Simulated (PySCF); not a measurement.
CH3Te, SMILES C[Te], multiplicity 2.

Coordinates come from a B3LYP-D3(BJ)/def2-TZVP optimisation. The isomer is the one that the SMILES or the coordinates give; other isomers of the formula were not compared. The def2 effective core potentials stand for the cores of Te; spin–orbit coupling is left out.

Calculation: TDA-PBE0/def2-TZVPD (PySCF 2.14.0).

Vertical excitations. The molecule is in vacuum.

| state | energy (eV) | λ (nm) | f | main pairs |
|---|---|---|---|---|
| root 1 | 0.16 | 7797 | 0.000 | β HOMO→LUMO 100 % |
| root 2 | 3.36 | 369 | 0.003 | β HOMO−1→LUMO 99 % |
| root 3 | 3.65 | 339 | 0.000 | α HOMO→LUMO 39 %, β HOMO→LUMO+1 54 % |
| root 4 | 4.25 | 292 | 0.001 | α HOMO→LUMO 57 %, β HOMO→LUMO+1 40 % |
| root 5 | 5.01 | 247 | 0.000 | α HOMO−1→LUMO 95 % |
| root 6 | 5.13 | 242 | 0.014 | α HOMO→LUMO+1 20 %, β HOMO→LUMO+2 77 % |
| root 7 | 5.41 | 229 | 0.113 | α HOMO→LUMO+1 78 %, β HOMO→LUMO+2 21 % |
| root 8 | 5.73 | 216 | 0.004 | α HOMO→LUMO+3 9 %, β HOMO→LUMO+3 90 % |
| root 9 | 5.84 | 212 | 0.000 | β HOMO→LUMO+4 98 % |
| root 10 | 5.98 | 207 | 0.000 | α HOMO→LUMO+2 97 % |
Unrestricted roots are not spin-pure.
